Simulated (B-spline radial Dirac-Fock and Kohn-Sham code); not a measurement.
Ce²¹⁺: scattering cross sections and density moments

System: the Ce²¹⁺ ion in the configuration [Kr] 4d1.

Method: Dirac-Fock densities. Computed with an atomic code on a B-spline grid.

```
Sum of ⟨r⟩                          : 11.01 bohr
Sum of ⟨r²⟩                         : 5.320 bohr²
Sum of ⟨1/r⟩                        : 350.79 per bohr
Langevin diamagnetic susceptibility : -4.21 × 10⁻⁶ cm³/mol
Lamb shielding (α²/3)Σ⟨1/r⟩         : 6227 ppm
```

Coherent scattering is the Thomson cross section weighted by f₀², without anomalous dispersion; incoherent scattering is Klein-Nishina weighted by S. The Lamb formula is the non-relativistic shielding expression. Electron correlation is left out. A dash stands where the photon energy is too low for the impulse approximation behind that column.

| hν (keV) | coherent (b) | incoherent (b) | incoherent per electron (b) |
| --- | --- | --- | --- |
| 1 | 904.5 | – | – |
| 5 | 777.8 | 1.668 | 0.0451 |
| 8.0478 | 636.0 | 3.399 | 0.0919 |
| 10 | 552.2 | 4.470 | 0.121 |
| 20 | 290.2 | 8.612 | 0.233 |
| 100 | 26.47 | 15.04 | 0.406 |
| 500 | 1.367 | 10.44 | 0.282 |
| 1000 | 0.3522 | 7.740 | 0.209 |

Incoherent scattering overtakes coherent scattering between 100 and 500 keV.
